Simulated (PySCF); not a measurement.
**Removal energies of La(29+) from EOM-IP-GCCSD**

Reference: closed-shell La(29+), [Ar] 3d10; one electron is removed. Calculated with PySCF 2.14, two-component X2C-1e with screened spin-orbit coupling, an even-tempered Gaussian basis (19 s from 1.5 bohr⁻², ratio 2.6; 15 p from 2 bohr⁻², ratio 2.6; 10 d from 2 bohr⁻², ratio 2.6; 6 f from 2.1 bohr⁻², ratio 2.8); frozen [Ar]; the 100 highest virtual spinors dropped; of the others 70 kept and the rest restored at second order. No Breit or QED terms. Binding energies in eV.

```csv
level,Koopmans
3d3/2,1823.5
3d5/2,1804.9
```

**Question.** How does correlation move these levels?

**Answer.** 3d3/2: second order 1822.6, EOM-CCSD 1822.8; 3d5/2: second order 1804.1, EOM-CCSD 1804.2.

For comparison, the ionisation energy of La(29+) is 1800 ± 4 eV (theoretical estimate listed by NIST; NIST Atomic Spectra Database, ionization energies).
